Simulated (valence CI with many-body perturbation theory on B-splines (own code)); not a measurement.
## Tb XVI: M1 decay

Computed by valence CI with perturbative core correlation (CI+MBPT): four valence electrons over a frozen Dirac-Fock core [Kr] 4d10, radial functions for each j: 8 s, 8 p, 9 d, 9 f, 6 g, 3 h, 2 i, with the one-electron correlation potential Σ1, the two-electron term Σ2, the three-electron term Σ3, Breit, model QED; selected CI, second order for the rest, scaled by the run's own slope (own B-spline code, finite nucleus).

No measured spectrum was set against this ion. As an estimate, terms of the open shell hold to a few per cent of their energy, and close levels can change places; configurations with another count of f electrons can be misplaced by thousands of cm⁻¹. Core correlation moves these levels by up to 49000 cm⁻¹, and in measured spectra 5 to 20 % of such shifts remained as error; rates that hang on mixing are uncertain with them.

Lines 1 to 50 of 118 in falling wavelength, among levels below 65257 cm⁻¹, chosen from the decays that carry over 1 % of a level's rate. Wavelengths and rates use the calculated energies, so an error of 2000 cm⁻¹ moves a line at 3847 nm by 77 % and its rate by three times that or more. Weak lines are less certain than strong ones. Lines between different terms over intervals too small for the method are left out, as are lines whose strength nearly cancels. Where a level lies close to another of its J and parity, the split of strength between their lines is uncertain. Intervals below about 2000 cm⁻¹, as at the head of this list, are uncertain by tens of per cent.

Names give the largest LS component (configuration and term), which can be under half, so a name can repeat, a term be missing and a line seem to break the LS rules; names also repeat where a configuration has a term twice. Letters in brackets count levels of one name in rising energy.

| λ vac (nm) | Upper | Lower | Type | A (s⁻¹) | Branch % |
| --- | --- | --- | --- | --- | --- |
| 15590 | 4f⁴ ⁵F_2 | 4f⁴ ⁵F_1 | M1 | 1.49e-02 | 96.4 |
| 6893 | 4f⁴ ⁵F_4 | 4f⁴ ⁵F_3 | M1 | 1.16e-01 | 1.1 |
| 4464 | 4f⁴ ⁵F_3 | 4f⁴ ⁵F_2 | M1 | 6.56e-01 | 89.9 |
| 3889 | 4f⁴ ³K_7 | 4f⁴ ³K_6 | M1 | 3.39e-01 | 1.1 |
| 3847 | 4f⁴ ³P_1 | 4f⁴ ³D_2 | M1 | 4.51e-01 | 1.7 |
| 3199 | 4f⁴ ³K_8 | 4f⁴ ³K_7 | M1 | 5.86e-01 | 1.9 |
| 3116 | 4f⁴ ³P_0 | 4f⁴ ³P_1 | M1 | 9.65e-01 | 31.9 |
| 3048 | 4f³5s ⁵I°_5 | 4f³5s ⁵I°_4 | M1 | 2.05e+00 | 86.7 |
| 2913 | 4f⁴ ⁵S_2 | 4f⁴ ⁵F_2 | M1 | 1.16e-01 | 52.8 |
| 2722 | 4f⁴ ⁵F_5 | 4f⁴ ⁵F_4 | M1 | 1.37e+00 | 34.8 |
| 2683 | 4f⁴ ³H_6 | 4f⁴ ⁵G_6 | M1 | 4.23e-01 | 2.5 |
| 2671 | 4f⁴ ⁵I_5 | 4f⁴ ⁵I_4 | M1 | 3.15e+00 | 100.0 |
| 2631 | 4f⁴ ⁵I_8 | 4f⁴ ⁵I_7 | M1 | 2.14e+00 | 100.0 |
| 2586 | 4f⁴ ⁵I_7 | 4f⁴ ⁵I_6 | M1 | 3.79e+00 | 100.0 |
| 2582 | 4f⁴ ⁵I_6 | 4f⁴ ⁵I_5 | M1 | 4.39e+00 | 100.0 |
| 2454 | 4f⁴ ⁵S_2 | 4f⁴ ⁵F_1 | M1 | 9.86e-02 | 45.1 |
| 2342 | 4f³5s ⁵I°_6 | 4f³5s ⁵I°_5 | M1 | 5.74e+00 | 86.7 |
| 2338 | 4f⁴ ³H_4 | 4f⁴ ⁵F_4 | M1 | 1.47e+00 | 3.7 |
| 2333 | 4f⁴ ⁵G_5 | 4f⁴ ⁵G_4 | M1 | 3.72e+00 | 15.9 |
| 2275 | 4f⁴ ³H_6 | 4f⁴ ⁵G_5 | M1 | 2.32e+00 | 14.0 |
| 2003 | 4f⁴ ⁵G_2 | 4f⁴ ⁵S_2 | M1 | 5.96e-02 | 3.3 |
| 1969 | 4f⁴ ⁵G_4 | 4f⁴ ⁵G_3 | M1 | 5.45e+00 | 19.8 |
| 1875 | 4f⁴ ⁵G_5 | 4f⁴ ³H_5 | M1 | 1.18e+00 | 5.0 |
| 1831 | 4f⁴ ³H_5 | 4f⁴ ³H_4 | M1 | 4.55e+00 | 13.4 |
| 1753 | 4f⁴ ⁵G_3 | 4f⁴ ⁵F_4 | M1 | 7.97e-01 | 20.7 |
| 1746 | 4f⁴ ³H_4 | 4f⁴ ⁵F_3 | M1 | 2.60e+00 | 6.6 |
| 1667 | 4f⁴ ⁵G_6 | 4f⁴ ³H_5 | M1 | 4.25e+00 | 21.5 |
| 1659 | 4f⁴ ¹D_2 [a] | 4f⁴ ³D_2 | M1 | 5.67e-01 | 2.1 |
| 1649 | 4f⁴ ³H_5 | 4f⁴ ⁵F_5 | M1 | 1.49e+00 | 4.4 |
| 1623 | 4f⁴ ³D_3 | 4f⁴ ³D_2 | M1 | 2.82e+00 | 16.7 |
| 1617 | 4f⁴ ⁵G_2 | 4f⁴ ⁵F_3 | M1 | 3.57e-01 | 19.9 |
| 1537 | 4f⁴ ⁵G_4 | 4f⁴ ³H_4 | M1 | 2.05e+00 | 7.5 |
| 1522 | 4f⁴ ³G_4 | 4f⁴ ³G_3 | M1 | 6.28e+00 | 13.0 |
| 1475 | 4f⁴ ³G_3 | 4f⁴ ⁵G_3 | M1 | 4.91e-01 | 2.7 |
| 1398 | 4f⁴ ⁵G_3 | 4f⁴ ⁵F_3 | M1 | 2.90e-01 | 7.5 |
| 1301 | 4f⁴ ³D_2 | 4f⁴ ⁵G_3 | M1 | 6.57e-01 | 2.0 |
| 1291 | 4f⁴ ³G_3 | 4f⁴ ⁵G_2 | M1 | 8.77e+00 | 48.5 |
| 1218 | 4f⁴ ³G_3 | 4f⁴ ³H_4 | M1 | 2.80e-01 | 1.6 |
| 1209 | 4f⁴ ³G_4 | 4f⁴ ⁵G_4 | M1 | 1.61e+00 | 3.3 |
| 1187 | 4f⁴ ⁵G_2 | 4f⁴ ⁵F_2 | M1 | 4.15e-01 | 23.1 |
| 1155 | 4f⁴ ³D_2 | 4f⁴ ⁵G_2 | M1 | 1.47e+00 | 4.5 |
| 1141 | 4f⁴ ³D_3 | 4f⁴ ⁵G_4 | M1 | 6.48e-01 | 3.8 |
| 1103 | 4f⁴ ⁵G_2 | 4f⁴ ⁵F_1 | M1 | 7.75e-01 | 43.2 |
| 1073 | 4f⁴ ³G_4 | 4f⁴ ³H_5 | M1 | 2.43e+00 | 5.0 |
| 1072 | 4f⁴ ³F_4 | 4f⁴ ³G_3 | M1 | 5.16e+00 | 30.1 |
| 1064 | 4f⁴ ⁵G_3 | 4f⁴ ⁵F_2 | M1 | 1.57e+00 | 40.8 |
| 1057 | 4f⁴ ³L_8 | 4f⁴ ³K_8 | M1 | 7.87e+00 | 39.5 |
| 1028 | 4f⁴ ³H_6 | 4f⁴ ³H_5 | M1 | 3.74e-01 | 2.3 |
| 1027 | 4f⁴ ³H_5 | 4f⁴ ⁵F_4 | M1 | 5.58e-01 | 1.6 |
| 975.8 | 4f⁴ ³M_8 | 4f⁴ ³K_8 | M1 | 3.33e+00 | 22.5 |
